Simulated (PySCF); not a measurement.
Molecule: SMILES C[Si](C)(C)[C@H](F)Cl, C4H10ClFSi.

Atoms are numbered as in `[CH3:1][Si:2]([CH3:3])([CH3:4])[C@H:5]([F:6])[Cl:7]`; H(Xn) means a hydrogen on atom n.

Geometry PBE0-D3(BJ)/def2-SVP throughout; GIAO in PySCF, gas phase, one conformer, non-relativistic; equivalent atoms averaged; functional PBE0.

**Question.** How do the shifts δ (against TMS, CFCl3, HCl at the same level) depend on the basis set? (ppm; last column core-seconds on 1 thread of an Arm Neoverse V1, shared host)

**Answer.** 
```tsv
basis set	functions	C5	C1/C3/C4	Si2	F6	Cl7	H(C5)	H(C1)/H(C3)/H(C4)	core-s
STO-3G	53	83.9	-1.4	-9.0	-103.2	33.1	3.65	0.20	6
pcSseg-0	91	112.4	-4.6	10.0	-211.7	149.6	6.00	0.15	10
6-31G	91	103.9	-4.4	11.5	-186.8	149.9	5.98	0.13	12
6-31G*	126	100.8	-4.2	8.8	-177.5	145.2	5.95	0.08	16
cc-pVDZ	156	105.9	-4.3	5.6	-174.3	163.9	5.87	0.11	22
def2-SVP	156	103.2	-4.4	6.3	-171.6	154.3	5.71	0.10	20
pcSseg-1	183	107.7	-4.8	4.9	-190.5	185.5	5.91	0.15	27
aug-cc-pVDZ	259	104.3	-4.8	4.8	-175.1	185.3	6.21	0.18	48
6-311+G(2d,p)	265	106.6	-4.7	4.2	-188.5	200.6	6.13	0.17	47
def2-TZVP	289	107.2	-4.8	3.7	-187.5	197.5	6.05	0.16	57
```

**Question.** Which nucleus moves most, in ppm?

**Answer.** Cl7 (chlorine bonded to C): from 33.1 ppm with STO-3G to 200.6 ppm with 6-311+G(2d,p). The smallest spread is 0.12 ppm, at H(C1)/H(C3)/H(C4). Proton shifts span only some 12 ppm, so a few tenths of a ppm matter as much there as several ppm in carbon.

**Question.** Taking the largest basis, def2-TZVP (289 functions), as the yardstick, rank the others by their worst heavy-atom deviation.

**Answer.** 6-311+G(2d,p) 3.1 ppm (265 functions), pcSseg-1 12.0 ppm (183 functions), aug-cc-pVDZ 12.3 ppm (259 functions), cc-pVDZ 33.6 ppm (156 functions), def2-SVP 43.2 ppm (156 functions), 6-31G 47.6 ppm (91 functions), pcSseg-0 47.9 ppm (91 functions), 6-31G* 52.3 ppm (126 functions), STO-3G 164.4 ppm (53 functions).

A small basis that lands close on one nucleus may do so by chance; judge by the trend and by all nuclei.
